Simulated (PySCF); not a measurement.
(1-methylcyclobutyl)silane (C₅H₁₂Si), SMILES CC1([SiH3])CCC1. Geometry optimised at PBE-D3(BJ)/def2-SVP.

Computed equilibrium geometry at PBE-D3(BJ)/def2-SVP (PySCF confirms it by a frequency run) as Cartesian coordinates in Å, and its point group:
point group Cs.
```xyz
18

C      1.8798    -0.4431     0.0000
C      0.4118    -0.0184     0.0000
Si    -0.7277    -1.5474     0.0000
C     -0.0251     1.0221    -1.0858
C     -0.8123     1.7971     0.0000
C     -0.0251     1.0221     1.0858
H      2.1344    -1.0480    -0.8958
H      2.5444     0.4489     0.0000
H      2.1344    -1.0480     0.8958
H     -2.1762    -1.1315     0.0000
H     -0.4742    -2.3891     1.2245
H     -0.4742    -2.3891    -1.2245
H      0.8546     1.5937    -1.4517
H     -0.5855     0.6587    -1.9731
H     -1.8892     1.5353     0.0000
H     -0.7248     2.9014     0.0000
H     -0.5855     0.6587     1.9731
H      0.8546     1.5937     1.4517
```
